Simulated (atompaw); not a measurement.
**Mn (Z = 25): PAW (atompaw) pseudisation with PBEsol, scalar-relativistic reference atom.**

```json
{
 "Element": "Mn (Z = 25)",
 "Generator": "atompaw 4.2.0.5",
 "Type": "PAW",
 "Functional": "PBEsol",
 "Relativity": "scalar-relativistic",
 "Frozen core": "[Ne]",
 "Valence charge": "15",
 "Reference configuration": "3s2 3p6 3d5 4s2 4p0",
 "Partial waves": "3s (bound): rc 1.40 bohr; 4s (bound): rc 1.90 bohr; 3p (bound): rc 0.95 bohr; 4p (bound, empty): rc 1.90 bohr; 3d (bound): rc 1.90 bohr; 3d channel at 2.15 Ry: rc 1.90 bohr",
 "Local potential": "troulliermartins scheme with l = 3 at 0.5 Ry, radius 1.65 bohr",
 "Core correction": "smooth core density matched at 1.35 bohr",
 "Augmentation charge": "sinc compensation charge, radius 1.80 bohr; PAW radius 1.90 bohr; waves and projectors: custom rrkj gramschmidtortho"
}
```

All-electron outer shells of the reference configuration (PBEsol, scalar-relativistic, ld1.x):

| shell | level (eV) | outermost node (bohr) | outermost maximum (bohr) |
| --- | --- | --- | --- |
| 2s | -743.11 | 0.08 | 0.23 |
| 2p | -629.76 | – | 0.19 |
| 3s | -85.64 | 0.34 | 0.74 |
| 3p | -54.48 | 0.31 | 0.75 |
| 3d | -6.79 | – | 0.76 |
| 4s | -5.12 | 1.05 | 2.51 |
| 4p | -1.35 | 1.16 | 3.38 |

(1) Estimate the cutoffs (Ry, on a coarse ladder) from which the occupation-weighted sum of valence levels, in a spherical-Bessel basis at the reference potential, stays within 10 and 1 mRy of its value at 400 Ry.

(2) What does a ghost test show?

(3) Is the overlap operator S = 1 + Σ q|β⟩⟨β| positive definite (Bessel basis up to 400 Ry)?

(4) Which valence shell sets the plane-wave cutoff?

Results:

(1) 90 Ry and 160 Ry.

(2) No extra level below or beside the all-electron valence levels (s, p, d, f tested).

(3) Yes: its lowest eigenvalue is 0.05 (s channel).

(4) 3p: its level needs 90 Ry to come within 1 mRy, against 35 Ry for 4s.
